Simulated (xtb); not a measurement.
C₆H₁₁O (SMILES [CH2]C(C)CC(C)=O), doublet, geometry from GFN2-xTB. Base run: GFN2-xTB run with xtb.

The xtb input:
```
$ xtb mol.xyz --gfn 2 --uhf 1 --json

# file mol.xyz
18

C     -1.65634730     1.87644218    -0.36374093
C     -0.95294037     0.59143025    -0.45007657
C     -1.88348433    -0.59191470    -0.19904834
C      0.21475076     0.58077831     0.60352342
C      1.13290251    -0.58691461     0.34703274
C      2.26085605    -0.29995557    -0.61177397
O      0.96462992    -1.67010032     0.85157167
H     -2.48157420     1.99773403     0.31076320
H     -1.25949758     2.75053785    -0.84352557
H     -0.48813316     0.49254899    -1.43902477
H     -2.62839017    -0.65616209    -0.98871208
H     -2.39751921    -0.47206496     0.75176355
H     -1.32384492    -1.52292057    -0.17051116
H     -0.22966139     0.49164889     1.59477409
H      0.76497174     1.51843168     0.52816450
H      1.89641650     0.24134051    -1.48135408
H      2.73905432    -1.22539475    -0.92137717
H      2.99671484     0.32590792    -0.10903183
```

Variants of this job, named by their change:

```tsv
change	ΔE vs base (kJ/mol)	dipole (D)	G_solv (kcal/mol)	SCF cycles
base	0.00	3.03	-	11
gbsa = chcl3	-32.7	3.74	-8.75	10
etemp = 1000	0.00	3.03	-	11
alpb = acetonitrile	-28.7	3.49	-7.24	11
etemp = 3000	-1.98	3.02	-	11
gbsa = toluene	-29.3	3.58	-7.53	11
acc = 30	0.00	3.03	-	8
```

ALPB and GBSA are two models with their own fitted parameters for each solvent, which aren't always the measured dielectric constant.
